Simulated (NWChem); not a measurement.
# Relativistic effects in H3Sb

```
Sb
H 1 1.7096
H 1 1.8503 2 90.82
H 1 1.8503 2 90.82 3 180.00
```
Charge 0, spin multiplicity 3.

Everything below was run with NWChem. The geometry was optimised at UPBE0/def2-SVP with def2 effective core potentials on Sb, a minimum by its harmonic frequencies.

Functional B3LYP, all-electron basis x2c-SVPall-2c, contracted for the X2C Hamiltonian and used here with ZORA. The ion keeps the geometry and has multiplicity 2 in the scalar run; the spin-orbit run starts from the same electron counts.

Costs are rough ratios of processor time within this set of runs, SCF included, with scalar ZORA as 1.

B3LYP has NWChem's definition, with VWN1-RPA local correlation. The spin multiplicity of the parent species was assumed, not shown to be that of its ground state. The structure started from a generated list of species. The stability of the SCF solutions was not checked.

| Hamiltonian | ΔSCF ionisation energy (eV) | relative cost |
|---|---|---|
| scalar ZORA | 8.40 | 1 |
| spin-orbit ZORA | 8.39 | under 3 |

From scalar ZORA to spin-orbit ZORA the ionisation energy decreases by 0.01 eV.
